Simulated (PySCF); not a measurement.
# Simulated absorption spectrum

Species: C₅H₃F₃S.
InChI=1S/C5H3F3S/c1-2-3-4-9-5(6,7)8/h1,3-4H/b4-3+

Level of theory: TDDFT PBE0/def2-SVPD, vertical, gas phase, core orbitals frozen in the response in PySCF. Isolated species at its PBE0-D3(BJ)/def2-SVP geometry (one conformer only). Torsions of this conformer, `[CH:1]#[C:2]/[CH:3]=[CH:4]/[S:5][C:6]([F:7])([F:8])[F:9]`: C3–C4–S5–C6 153°, C4–S5–C6–F7 -65°.

Each state is given a Gaussian of 0.5 eV full width at half maximum, with ε(max) = 2.175×10⁸ f / Δν̃ (Δν̃ the width in cm⁻¹). The width is an assumption, not a result. The curve ends short of the highest state used, and states not computed would add to its high-energy end.

E (eV), ε (L mol⁻¹ cm⁻¹) and a bar:
```
     4.04         36 
     4.09         81 
     4.14        171 
     4.19        344 
     4.24        653 #
     4.28       1049 #
     4.33       1805 ###
     4.38       2939 ####
     4.43       4529 #######
     4.47       6151 #########
     4.52       8585 ############
     4.57      11345 ################
     4.62      14202 #####################
     4.66      16356 ########################
     4.71      18611 ###########################
     4.76      20120 #############################
     4.81      20706 ##############################
     4.86      20348 #############################
     4.90      19463 ############################
     4.95      17802 ##########################
     5.00      15786 #######################
     5.05      13674 ####################
     5.09      12046 #################
     5.14      10180 ###############
     5.19       8531 ############
     5.24       7082 ##########
     5.29       5794 ########
     5.33       4860 #######
     5.38       3805 #####
     5.43       2878 ####
     5.48       2093 ###
     5.52       1573 ##
     5.57       1060 #
     5.62        689 #
     5.67        439 #
     5.72        287 
     5.76        218 
     5.81        177 
     5.86        170 
     5.91        180 
     5.95        193 
     6.00        209 
     6.05        221 
     6.10        227
```

Task: Where are the band maxima, and which computed states make them?

Result: 257 nm (4.82 eV), ε about 21000, made up of S1 (94%) (ε in L mol⁻¹ cm⁻¹; maxima over ε = 5, shares over 10%). At its high-energy end, 6.10 eV, the curve is still rising (ε about 230, from S4 and S5). The states used: S1 4.79 eV (f 0.364); S2 5.12 eV (f 0.022); S3 5.20 eV (f 0.074); S4 6.03 eV (f 0.0016); S5 6.10 eV (f 0.0023); S6 6.70 eV (f 0.017).

Task: What would ε be at 4.82 eV, the highest of these maxima, with half the width (0.25 eV)?

Result: About 38200 L mol⁻¹ cm⁻¹ against 20700, a factor of about 1.8; a lone state at its own centre would give exactly 2.

Task: Coming from long wavelengths, where does ε first pass 100 L mol⁻¹ cm⁻¹?

Result: At about 302 nm (4.10 eV), 0.69 eV below S1.

Task: On this curve, what absorbance would a 10⁻⁵ mol/L sample give at 222 nm over a 1 cm path?

Result: 222 nm is 5.585 eV, where ε is about 940 L mol⁻¹ cm⁻¹, so A = ε c l ≈ 0.0094 (Beer–Lambert, with the gas-phase spectrum and the assumed width).

Cost: about 90 s of CPU time on one thread; the machine was shared, so the figure is rough.
